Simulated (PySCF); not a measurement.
# Working out the ionisation energy of Fe

Fe [Ar] 3d6 4s2 (5D) → Fe+ [Ar] 3d6 4s1 (6D). Computed with PySCF 2.14 in def2-SVP, with the non-relativistic Hamiltonian (point nucleus). Frozen: [Ar]. Energies in hartree (1 hartree = 27.21139 eV):

```json
{"part": "UHF", "Fe (lower)": "-1262.260593", "Fe+ (upper)": "-1262.028684"}
{"part": "MP2 opposite-spin", "Fe (lower)": "-0.056034", "Fe+ (upper)": "-0.032044"}
{"part": "MP2 same-spin", "Fe (lower)": "-0.049051", "Fe+ (upper)": "-0.047973"}
```

Problem. What does Hartree-Fock give?

Solution. (-1262.028684) − (-1262.260593) = 0.231909 hartree = 6.311 eV.

Problem. What do MP2 and SCS-MP2 (6/5 opposite-spin, 1/3 same-spin) give?

Solution. The opposite-spin parts differ by 0.653 eV and the same-spin parts by 0.029 eV. MP2: 6.311 + (0.653) + (0.029) = 6.993 eV. SCS-MP2: 6.311 + 1.2 × (0.653) + (0.029)/3 = 7.104 eV.

Measured between the centres of the two terms (NIST): 7.904 eV, so MP2 (valence) is off by -0.911 eV.

The calculation is non-relativistic.

A double-zeta basis recovers only part of the correlation energy.

What remains against the reference includes basis incompleteness, the frozen core and correlation beyond second order.
